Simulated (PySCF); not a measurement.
Molecule: `InChI=1S/C7H11N/c1-8-7-5-3-2-4-6-7/h7H,2-6H2`.

Mapped SMILES: `[C-:1]#[N+:2][CH:3]1[CH2:4][CH2:5][CH2:6][CH2:7][CH2:8]1` (H(Xn): hydrogen on atom n). Ha(C4), Ha(C5), Ha(C6), Ha(C7), Ha(C8) are cis to N2 on the ring; Hb(C4), Hb(C5), Hb(C6), Hb(C7), Hb(C8) are trans to N2 on the ring.

Geometry PBE0-D3(BJ)/def2-SVP throughout; GIAO in PySCF, gas phase, one conformer, non-relativistic; equivalent atoms averaged; basis pcSseg-1.

For orientation, BP86 gives these absolute shieldings σ: C1 8.2, C4/C8 141.1, C5/C7 150.9, N2 56.8, H(C3) 28.17, Hb(C4)/Hb(C8) 29.13, Ha(C5)/Ha(C7) 29.52, Hb(C5)/Hb(C7) 30.05, Ha(C6) 30.13 ppm.

A run gave: C1 -3.5, C4/C8 135.0, C5/C7 143.8, N2 55.5, H(C3) 28.64, Hb(C4)/Hb(C8) 29.63, Ha(C5)/Ha(C7) 30.03, Hb(C5)/Hb(C7) 30.48, Ha(C6) 30.51 ppm (absolute shieldings σ).

Q: Which functional was used in that run?
A. OPBE
B. WP04
C. mPW1PW91
D. CAM-B3LYP

A: B. C5/C7 tells them apart best: WP04 gives 143.8, CAM-B3LYP gives 155.5, OPBE gives 157.9, mPW1PW91 gives 156.7 ppm.
